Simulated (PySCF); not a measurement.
Simulated absorption spectrum

C₅H₆FN.
SMILES: `n1(c(ccc1)F)C`

Method: PySCF, TDDFT PBE0/def2-SVPD, vertical, gas phase, core orbitals frozen in the response. Isolated species at its GFN2-xTB geometry, gas phase.

Computed states:

| state | E (eV) | f |
| --- | --- | --- |
| S1 | 5.62 | 0.0003 |
| S2 | 6.26 | 0.035 |
| S3 | 6.29 | 0.087 |
| S4 | 6.59 | 0.018 |
| S5 | 6.64 | 0.0032 |
| S6 | 6.74 | 0.024 |
| S7 | 7.26 | 0.010 |
| S8 | 7.32 | 0.0019 |

Each state is given a Gaussian of 0.25 eV full width at half maximum, with ε(max) = 2.175×10⁸ f / Δν̃ (Δν̃ the width in cm⁻¹). The width is an assumption, not a result. The curve ends short of the highest state used, and states not computed would add to its high-energy end.

**Question.** Give the broadened spectrum and its maxima.

**Answer.** 
| λ (nm) | ε (L mol⁻¹ cm⁻¹) |
| --- | --- |
| 184.4 | 3707 |
| 186.2 | 3893 |
| 188.0 | 3486 |
| 189.8 | 3159 |
| 191.6 | 4060 |
| 193.4 | 6943 |
| 195.2 | 10780 |
| 197.0 | 12981 |
| 198.8 | 11845 |
| 200.6 | 8254 |
| 202.4 | 4451 |
| 204.2 | 1883 |
| 206.0 | 634 |
| 207.8 | 172 |
| 209.6 | 38 |
| 211.4 | 9 |
| 213.2 | 6 |
| 215.0 | 11 |
| 216.8 | 19 |
| 218.6 | 26 |
| 220.4 | 30 |
| 222.2 | 28 |
| 224.0 | 22 |
| 225.8 | 15 |
| 227.6 | 9 |
| 229.4 | 4 |
| 231.2 | 2 |
| 232.9 | 1 |
| 234.7 | 0 |
| 236.5 | 0 |

Maxima: 221 nm (5.62 eV), ε about 30, made up of S1 (100%); 197 nm (6.28 eV), ε about 13000, made up of S2 (28%) and S3 (72%); 186 nm (6.68 eV), ε about 3900, made up of S4 (36%) and S6 (55%) (ε in L mol⁻¹ cm⁻¹; maxima over ε = 5, shares over 10%).

**Question.** On this curve, what absorbance would a 10⁻⁴ mol/L sample give at 193 nm over a 1 cm path?

**Answer.** 193 nm is 6.424 eV, where ε is about 6100 L mol⁻¹ cm⁻¹, so A = ε c l ≈ 0.61 (Beer–Lambert, with the gas-phase spectrum and the assumed width).

**Question.** Coming from long wavelengths, where does ε first pass 100 L mol⁻¹ cm⁻¹?

**Answer.** At about 208 nm (5.95 eV), 0.33 eV above S1.

**Question.** What would ε be at 6.28 eV, the highest of these maxima, with half the width (0.125 eV)?

**Answer.** About 25000 L mol⁻¹ cm⁻¹ against 13000, a factor of about 1.9; a lone state at its own centre would give exactly 2.
